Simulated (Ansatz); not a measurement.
Na2, charge +1, doublet, geometry from GFN2-xTB (such geometries of metal compounds can be far from the true shape) (a state made from the parent by changing its charge; the spin is typed, not shown lowest); REVPBE/aug-cc-pVDZ (Ansatz, a program for electronic structure).

Ansatz was given this input:
Ansatz 0.2 input:
```yaml
crystal:
  periodic: [false, false, false]
  atoms:
    - {symbol: Na, position_ang: [-0.00000000, -0.00000000, -1.65064203]}
    - {symbol: Na, position_ang: [0.00000000, 0.00000000, 1.65064203]}
basis:
  gaussian:
    orbitals: aug-cc-pVDZ
hamiltonian:
  xc: revpbe
total_charge: 1
magnetization: {spin_polarized: true, initial_magnetization: 1}
accuracy: high
```

Output, abridged:

```
Functional definition: revPBE
923 factors; integrals over basis functions are off by at most 2.9e-9 eV
mean field evaluation 1: about -8825.0591 eV, gradient 7.0e-1 eV
mean field evaluation 2: about -8825.0641 eV, gradient 6.2e-2 eV
mean field evaluation 4: about -8825.0629 eV, gradient 9.8e-3 eV
mean field evaluation 8: about -8825.0629 eV, gradient 1.5e-5 eV
mean field -8825.06286437 eV, -324.3150784231 hartree, gradient 7.9e-8 eV, S^2 0.750007; 0 other end points of the search recorded, 0 dependent functions left out
reference -8825.06287232 eV, -324.3150787153 hartree; 11, 10 occupied and 43, 44 virtual orbitals, 923 factors
Total energy: -8825.06287232 eV, -324.3150787153 hartree
```
